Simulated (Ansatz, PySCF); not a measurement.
CH$_{4}$Cl$_{3}$NSi, singlet, geometry from GFN2-xTB, atoms displaced at random by about 0.03 Å a coordinate. Base run: PBE/STO-3G, gradient (PySCF).

The PySCF input:
```python
from pyscf import gto, scf, dft

mol = gto.M(
    atom='''
C     2.74767004   -0.22779610   -0.21954666
N     1.45682780   -0.02149747   -0.88556790
Si   -0.11712742   -0.01369135   -0.06850418
Cl   -1.49376539   -0.11435545   -1.52967936
Cl   -0.19773203   -1.50143025    1.18365467
Cl   -0.40141768    1.76252179    1.01279940
H     2.58630126   -0.72966405    0.68552258
H     3.33010720   -0.73900077   -0.89628992
H     3.15363784    0.76171538   -0.08352839
H     1.49596528    0.24621409   -1.80052203
''',
    basis='sto-3g',
    verbose=4,
)

mf = dft.RKS(mol)
mf.xc = 'pbe'
mf.kernel()
g = mf.nuc_grad_method()
grad = g.kernel()
```

Programs used: Ansatz (a first-principles code), PySCF; a row that names a program was run with it.

The coordinate followed is y of atom 4.

Variants of this job, named by their change:

| change | dE/dx (Eh/bohr) | net force (Eh/bohr) |
|---|---|---|
| base | 0.001830 | 0.000136 |
| finite difference step (bohr) = 1e-4; conv_tol = 1e-11 | 0.001901 | - |
| grids.level = 0; grid_response = off | 0.004190 | 0.010462 |
| grid_response = on | 0.001901 | 0.000000 |
| grids.level = 0; grid_response = on | 0.003345 | 0.000000 |
| grids.level = 1; grid_response = off | 0.001312 | 0.000578 |
| code = ansatz | 0.001894 | 0.000000 |
| finite difference step (bohr) = 1e-5; conv_tol = 1e-11 | 0.001901 | - |
| density fitting = on; auxbasis_response = off | 0.001795 | 0.000537 |
| conv_tol = 1e-4 | 0.001822 | 0.000136 |
| grids.level = 1; grid_response = on | 0.001871 | 0.000000 |
| conv_tol = 1e-6 | 0.001830 | 0.000136 |

The net force is zero for an exact gradient.
